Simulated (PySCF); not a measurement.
# First hyperpolarisability: `B(CCC)P`, C3H10BP

Geometry:
```json
{"atom": "C1", "x (Å)": "-2.311", "y (Å)": "-0.422", "z (Å)": "-0.181"}
{"atom": "C2", "x (Å)": "-1.154", "y (Å)": "0.369", "z (Å)": "0.419"}
{"atom": "C3", "x (Å)": "0.206", "y (Å)": "-0.170", "z (Å)": "-0.038"}
{"atom": "B4", "x (Å)": "1.472", "y (Å)": "0.536", "z (Å)": "0.581"}
{"atom": "P5", "x (Å)": "3.094", "y (Å)": "0.547", "z (Å)": "-0.348"}
{"atom": "H6", "x (Å)": "-2.278", "y (Å)": "-0.381", "z (Å)": "-1.268"}
{"atom": "H7", "x (Å)": "-3.265", "y (Å)": "-0.015", "z (Å)": "0.148"}
{"atom": "H8", "x (Å)": "-2.260", "y (Å)": "-1.466", "z (Å)": "0.124"}
{"atom": "H9", "x (Å)": "-1.242", "y (Å)": "1.417", "z (Å)": "0.125"}
{"atom": "H10", "x (Å)": "-1.211", "y (Å)": "0.327", "z (Å)": "1.509"}
{"atom": "H11", "x (Å)": "0.257", "y (Å)": "-1.231", "z (Å)": "0.240"}
{"atom": "H12", "x (Å)": "0.240", "y (Å)": "-0.164", "z (Å)": "-1.133"}
{"atom": "H13", "x (Å)": "1.398", "y (Å)": "1.142", "z (Å)": "1.581"}
{"atom": "H14", "x (Å)": "3.969", "y (Å)": "0.231", "z (Å)": "0.672"}
{"atom": "H15", "x (Å)": "3.080", "y (Å)": "-0.713", "z (Å)": "-0.915"}
```

The calculation used quadratic response wB97X-D/def2-SVPD first hyperpolarisability, Taylor convention, gas phase (PySCF). Geometry: GFN2-xTB.

Give β for the processes computed.

In 10⁻³⁰ esu, Taylor convention; the vector part is βᵢ = ⅓ Σⱼ (βᵢⱼⱼ + βⱼᵢⱼ + βⱼⱼᵢ); β∥ is 3/5 of the vector part along the dipole, the dipole points from − to +:
```csv
process,λ (nm),β vector norm,β∥,β HRS,depolarisation ratio
"static β(0;0,0)",∞,0.60,0.08,0.32,2.93
"second harmonic β(−2ω;ω,ω)",1064,0.78,-0.03,0.41,2.97
"Pockels β(−ω;ω,0)",1064,0.64,0.05,–,–
"second harmonic β(−2ω;ω,ω)",800,1.12,-0.18,0.56,3.24
"Pockels β(−ω;ω,0)",800,0.69,0.03,–,–
```

Which lowest excitations, dipole and polarisabilities go with it?

S1 5.06 eV (f = 0.083); S2 6.13 eV (f = 0.002); S3 6.49 eV (f = 0.077); dipole 1.01 D; isotropic α 79.4 au static, 80.2 au at 1064 nm, 80.9 au at 800 nm, 82.9 au at 532 nm, 86.2 au at 400 nm.
